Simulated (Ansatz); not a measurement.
LiC, multiplicity 4 (lowest of 2S+1 = 2, 4 at CCSD(T)/def2-TZVPP on PBE0 minima; our sources give no spin for the ground state, which may be another), most abundant isotopes (7.0160 and 12.0000 u). Constants from fifth-degree fits in 1/R to seven points on the lowest solution found; no spin–orbit coupling, no relativity up to Kr; ω_e x_e and α_e move by some per cent with the fit.

Correlated levels freeze the cores. CBS: X⁻³ extrapolation of the correlation energy, Hartree–Fock from the larger set.

Programs: Ansatz (a first-principles code) with Gaussian orbitals. 

```csv
level,r_e (Å),ω_e (cm⁻¹),ω_e x_e (cm⁻¹),α_e (cm⁻¹)
PBE/def2-TZVPP,1.8905,678.7,6.72,0.0163
"CCSD(T)/CBS(aug-cc-pVTZ, aug-cc-pVQZ)",1.8958,687.7,5.88,0.0148
```

D_e from total energies of the atoms and the molecule: 2.74 eV at PBE/def2-TZVPP.

Q: Derive the rotational constants, the centrifugal constant, the fundamental, the zero-point energy and the force constant, and test the Morse rule for the well depth.

A: 
μ = 4.42743 u.
- PBE/def2-TZVPP: B_e = 16.8576/(μ r_e²) = 1.0653 cm⁻¹; B₀ = B_e − α_e/2 = 1.0572 cm⁻¹; D = 4B_e³/ω_e² = 1.05e-05 cm⁻¹; fundamental ω_e − 2ω_e x_e = 665 cm⁻¹; zero-point energy ω_e/2 − ω_e x_e/4 = 338 cm⁻¹; k = μ(2πcω_e)² = 120 N/m; a Morse well would hold ω_e²/(4ω_e x_e) = 2.12 eV against the computed D_e of 2.74 eV
- CCSD(T)/CBS(aug-cc-pVTZ, aug-cc-pVQZ): B_e = 16.8576/(μ r_e²) = 1.0594 cm⁻¹; B₀ = B_e − α_e/2 = 1.0520 cm⁻¹; D = 4B_e³/ω_e² = 1.01e-05 cm⁻¹; fundamental ω_e − 2ω_e x_e = 676 cm⁻¹; zero-point energy ω_e/2 − ω_e x_e/4 = 342 cm⁻¹; k = μ(2πcω_e)² = 123 N/m
